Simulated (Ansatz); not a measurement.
This geometry of F$_{2}$H$_{6}$OW (10 atoms, charge 0, multiplicity 1) is a first-order saddle point.

Computed with Ansatz, RKS PBE/def2-SVP.

```xyz
10
Properties=species:S:1:pos:R:3
W 0.230 0.212 -0.234
F 0.038 0.116 1.952
H 1.425 -0.804 0.427
H -0.751 1.447 0.384
H -1.393 -0.157 0.022
H -0.215 -1.397 0.007
F 0.434 0.394 -2.063
O 1.498 1.534 0.914
H 2.398 1.161 1.003
H 0.887 1.022 1.741
```

Task: Which two structures does it join? (They come from a converged band through this point; their orientation in space is the band's.)

Result: Bonds broken: O8–H10. Bonds formed: F2–H10.

First end point:

```xyz
10
Properties=species:S:1:pos:R:3
W 0.094 0.037 0.034
F -0.097 -0.313 1.881
H 1.401 -1.102 0.366
H -0.959 1.344 0.584
H -1.551 -0.330 -0.194
H -0.360 -1.566 -0.304
F 0.543 0.621 -1.657
O 1.710 1.531 0.785
H 2.428 1.091 1.281
H 1.343 2.216 1.377
```

Last end point:

```xyz
10
Properties=species:S:1:pos:R:3
W 0.270 0.237 -0.283
F 0.043 0.180 2.147
H 1.404 -0.775 0.459
H -0.699 1.438 0.395
H -1.351 -0.147 0.007
H -0.198 -1.374 -0.031
F 0.506 0.434 -2.101
O 1.492 1.504 0.758
H 2.388 1.122 0.849
H 0.698 0.909 1.954
```

Task: How far does it lie above each of them?

Result: 0.39 eV above the first and 0.09 eV above the second. This is the barrier of this one path; another mechanism may lie lower. The orbitals stay closed-shell, which can raise the energy where a bond breaks towards radicals; this wasn't checked here.

Run time: 2.8 min on 2 threads of Arm Neoverse V1 (shared host), peak memory 0.14 GiB.
